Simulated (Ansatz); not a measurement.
Born–Oppenheimer molecular dynamics of H5NOSeSi (9 atoms, charge 0, multiplicity 1). It starts at the highest image of a converged band. Of that band: Neighbouring images differ by up to 1.5 eV, so the band resolves the path poorly. A vibrational analysis at the climbing image gives one clearly imaginary mode, 1324i cm⁻¹: a first-order saddle point.

Theory: RKS PBE/def2-SVP in Ansatz.

```
ensemble                      : NVE (velocity Verlet)
time step                     : 0.5 fs
steps asked                   : 200
starting velocities drawn for : 100 K
seed                          : 8019
```

First frame:

```xyz
9
Properties=species:S:1:pos:R:3
N -0.538 1.220 0.267
Si 0.385 -0.111 -0.728
O 1.566 -0.431 0.455
Se -1.078 -1.933 -0.947
H -0.113 1.642 1.106
H -1.566 1.250 0.281
H 0.027 1.455 -1.035
H 2.354 -0.870 0.085
H -0.949 -2.270 0.498
```

How far do the bonds stretch over the last three quarters of this one trajectory? (Pairs bonded in most of those frames.)


```
   bond  mean (Å)  spread (Å)  shortest  longest
  N1–H5     1.041       0.047      0.94     1.14
  N1–H6     1.037       0.036      0.96     1.12
  N1–H7     1.048       0.068      0.92     1.17
 Si2–O3     1.733       0.030      1.68     1.77
Si2–Se4     2.447       0.106      2.19     2.57
  O3–H8     0.978       0.004      0.97     0.99
 Se4–H9     1.496       0.031      1.45     1.54
```

Mean temperature of the second half: 736 K. The conserved energy stayed within 0.67 meV per atom of its start (net change 0.023 meV per atom), so the integration is sound. The system heated up, since it started high on the potential surface and ran downhill. A run of 0.1 ps of so small a system gives no equilibrium averages. The orbitals stay closed-shell, which can raise the energy where a bond breaks towards radicals; this wasn't checked here.

Time of the run: 5.5 min on 2 threads of Arm Neoverse V1, with other jobs on the host, peak memory 0.16 GiB.
